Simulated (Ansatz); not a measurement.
Start from `OB([SiH3])CI` and change one atom or group to get `OB(O)[SiH3]`.

Ansatz, PBE0-D4/def2-TZVP geometries, multiplicity 1. Each molecule was computed in one conformer, which needn't be the lowest.

Elements past krypton have def2 core potentials.

| property | `OB([SiH3])CI` |
| --- | --- |
| size of the dipole moment (B3LYP/def2-TZVPP) / D | 1.22 |
| LUMO energy (ωB97M-V/def2-TZVPP) / eV | 0.42 |
| HOMO energy (PBE0/def2-TZVPP) / eV | -7.46 |
| size of the dipole moment (PBE/def2-TZVPP) / D | 1.16 |
| LUMO energy (PBE0/def2-TZVPP) / eV | -1.49 |
| HOMO–LUMO gap (ωB97M-V/def2-TZVPP) / eV | 10.02 |

Q: What does the change do to each property? (Estimate.)

A: The calculation gave: 
```
                                        property  `OB(O)[SiH3]`  shift
size of the dipole moment (B3LYP/def2-TZVPP) / D           3.28   2.06
           LUMO energy (ωB97M-V/def2-TZVPP) / eV           1.57   1.15
              HOMO energy (PBE0/def2-TZVPP) / eV          -8.38  -0.92
  size of the dipole moment (PBE/def2-TZVPP) / D           3.27   2.11
              LUMO energy (PBE0/def2-TZVPP) / eV          -0.06   1.43
         HOMO–LUMO gap (ωB97M-V/def2-TZVPP) / eV          12.11   2.09
```

With PBE0 the HOMO falls by 0.92 eV and the LUMO rises by 1.43 eV, so the gap widens by about 2.35 eV. PBE moves the HOMO by -0.80 eV and ωB97M-V by -0.94 eV. Dipoles are sizes alone; their direction can turn.

B3LYP here is the variant with VWN-RPA as its local correlation; programs differ in this.

Spin–orbit coupling is left out; it splits and shifts lone-pair levels of the heavy atoms by tenths of an eV.
